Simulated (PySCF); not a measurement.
**The 4-electron isoelectronic series, non-relativistic**

Calculated with PySCF 2.14 from differences of total energies of unrestricted determinants, without spin-orbit coupling. Each ion has its own even-tempered basis scaled to its charge (17s8p5d5f4g for the first); frozen: nothing. Ionisation energies in eV, correlation energies of the ion in mhartree.

```
  ion  configuration      UHF      LDA      PBE     PBE0   r2SCAN  MP2 (all electrons)  E_corr MP2  NIST (with spin-orbit, Breit and QED)
Mo³⁸⁺  [He] 2s2 (1S)   5385.9   5383.4   5390.5   5389.7   5384.8               5393.4      -326.0                           5548 ± 5 (s)
Tc³⁹⁺  [He] 2s2 (1S)   5660.1   5657.4   5664.8   5664.0   5659.0               5667.7      -332.1                           5838 ± 6 (s)
Ru⁴⁰⁺  [He] 2s2 (1S)   5941.1   5938.3   5945.9   5945.0   5939.9               5948.9      -338.1                           6137 ± 6 (s)
Pd⁴²⁺  [He] 2s2 (1S)   6523.5   6520.4   6528.5   6527.6   6522.2               6531.6      -350.2                           6759 ± 6 (s)
Cd⁴⁴⁺  [He] 2s2 (1S)   7133.2   7129.8   7138.2   7137.3   7131.7               7141.6      -362.2                           7414 ± 7 (s)
Sn⁴⁶⁺  [He] 2s2 (1S)   7770.0   7766.3   7775.2   7774.3   7768.4               7778.8      -374.3                           8103 ± 7 (s)
Te⁴⁸⁺  [He] 2s2 (1S)   8434.0   8430.1   8439.5   8438.5   8432.4               8443.1      -386.3                           8821 ± 4 (t)
Ba⁵²⁺  [He] 2s2 (1S)   9843.8   9839.3   9849.5   9848.5   9841.8               9853.5      -410.4                          10376 ± 4 (t)
Ce⁵⁴⁺  [He] 2s2 (1S)  10589.5  10584.7  10595.4  10594.3  10587.4              10599.6      -422.4                          11210 ± 5 (t)
```

Question: Interpolate the row of Xe⁵⁰⁺.

Answer: configuration [He] 2s2 (1S); UHF 9125.3; LDA 9121.1; PBE 9130.9; PBE0 9129.9; r2SCAN 9123.5; MP2 (all electrons) 9134.7; E_corr MP2 -398.4; NIST (with spin-orbit, Breit and QED) 9581 ± 4 (t).

Each ion has its own basis, which adds noise of up to about 0.1 % along the series.

NIST values marked (s) are semi-empirical, (t) theoretical. Open shells are high-spin determinants of the terms that Hund's rules give.

MP2 underrates the 2s², 2p² near-degeneracy of four-electron ions.

All relativistic terms are absent from the calculated values; where these lie close to NIST, scalar and spin-orbit shifts of opposite sign can cancel.
